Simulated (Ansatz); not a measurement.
Ansatz (an electronic-structure program) input:
A basis named .json is the Basis Set Exchange file of that set.

Ansatz 0.2 input:
```yaml
crystal:
  periodic: [false, false, false]
  atoms:
    - {symbol: C, position_ang: [2.53677888, 0.93013208, 0.79791107]}
    - {symbol: C, position_ang: [1.62706715, -0.03632604, 0.93635576]}
    - {symbol: N, position_ang: [0.40324876, -0.10277068, 0.29496826]}
    - {symbol: Si, position_ang: [-0.91867336, -1.24523111, 0.32043598]}
    - {symbol: N, position_ang: [-1.69882198, -0.20050188, -0.81769943]}
    - {symbol: Si, position_ang: [-0.39851323, 0.94549972, -0.85765723]}
    - {symbol: H, position_ang: [2.38079041, 1.77833531, 0.14146243]}
    - {symbol: H, position_ang: [3.46596359, 0.88983772, 1.34575927]}
    - {symbol: H, position_ang: [1.83427080, -0.86477909, 1.60826162]}
    - {symbol: H, position_ang: [-0.57664716, -2.60450327, -0.16507987]}
    - {symbol: H, position_ang: [-1.58639194, -1.39598574, 1.63639697]}
    - {symbol: H, position_ang: [-2.58348668, -0.24240407, -1.28545234]}
    - {symbol: H, position_ang: [0.30170316, 1.09268178, -2.15554301]}
    - {symbol: H, position_ang: [-0.70965354, 2.30312855, -0.35119035]}
basis:
  gaussian:
    orbitals: aug-cc-pV_T+d_Z.json
    fitting: {mean_field: def2-universal-jkfit, correlation: aug-cc-pVTZ-RIFIT.json}
magnetization: {spin_polarized: true, initial_magnetization: 2}
correlation: {method: mp2, electrons: outside_noble_gas}
```

Task: Which total energy does the run end on?

Result: -768.16391 Eh (RI-MP2/aug-cc-pV(T+d)Z). The basis has 478 functions.

This state (charge 0, triplet) is run at the relaxed geometry of the species with charge 0 and multiplicity 1, and is a spin state other than that species' own.
